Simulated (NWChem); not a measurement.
## Atomisation of germanium monoxide (GeO)

```
Ge
O 1 1.6236
```
Charge 0, spin multiplicity 1.

All runs are NWChem calculations. All single points use one geometry, from PBE0/def2-SVP, a minimum by its harmonic frequencies.

Basis set: def2-TZVP. The atomisation energy is electronic alone: no zero-point, thermal, spin-orbit or counterpoise terms. No value is extrapolated to the basis-set limit. Free atoms are single determinants with multiplicities Ge 3, O 3. Correlated methods freeze the same cores in atoms and molecule, 10 orbitals in all.

The Hamiltonian is non-relativistic. The stability of the SCF solutions was not checked. Open-shell Hartree-Fock references start from PBE0 orbitals.

Question: For the atomisation energy, MP2 gives 168.5 kcal/mol and BP86 gives 169.0 kcal/mol. What do PBE0, PBE, LC-wPBE (omega 0.3 per bohr) give?

Answer: PBE0: 152.2 kcal/mol; PBE: 168.7 kcal/mol; LC-wPBE (omega 0.3 per bohr): 159.4 kcal/mol.
